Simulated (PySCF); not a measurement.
GeCl2, optimised at B3LYP/6-31G*:

```xyz
3

Ge     0.0485     0.1019     0.1699
Cl     0.8121     0.2960    -1.9054
Cl    -1.2000    -1.7252    -0.0057
```

Method: PySCF energies (xtb for GFN2) plus ideal-gas RRHO corrections (1 bar). 6-31G* has spherical d functions here. All species are closed-shell singlets. B3LYP is the form with VWN-RPA correlation. Ge: all electrons, no relativistic terms.

### Question
List the harmonic frequencies (cm⁻¹, unscaled) at this level and at the other levels, each on its own geometry.

### Answer
- B3LYP/6-31G*: 149, 371, 388
- GFN2-xTB: 148, 321, 365
- HF/6-31G*: 173, 389, 412
- PBE/def2-SVP: 144, 380, 392
- PBE0/def2-TZVP: 157, 388, 408
